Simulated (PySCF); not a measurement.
**Tl: electron affinity**

Tl⁻ [Xe] 4f14 5d10 6s2 6p2 (3P) → Tl [Xe] 4f14 5d10 6s2 6p1 (2P), as a difference of total energies. Calculation: PySCF 2.14, in def2-TZVPPD with the def2 core potential (60 electrons) (7s5p4d2f, 56 functions); scalar relativity through the core potential. Correlated levels: valence: 5s2 5p6 5d10 frozen. The calculations carry no spin-orbit coupling.

```json
{"method": "UHF", "electron affinity (eV)": "-0.111"}
{"method": "MP2 (valence)", "electron affinity (eV)": "0.117"}
{"method": "CCSD (valence)", "electron affinity (eV)": "0.153"}
{"method": "CCSDT (valence)", "electron affinity (eV)": "0.180"}
```

Problem. Estimate what SCS-MP2 (valence) gives.

Solution. 0.042 eV, closest to MP2 (valence) among the rows shown.

Problem. Estimate what CCSD(T) (valence) gives.

Solution. 0.174 eV, closest to CCSDT (valence) among the rows shown.

Spin-orbit coupling is strong in these open shells (close to jj coupling). The scalar numbers leave it out and a first-order estimate fails, so it can dominate the gap to the real levels.

Errors of the correlated levels include the incompleteness of this basis and the frozen core.

A negative affinity means that the anion lies above the atom at that level of theory.

For comparison: 0.320 eV (measured; photodetachment measurements, as compiled on the Wikipedia data page of electron affinities).
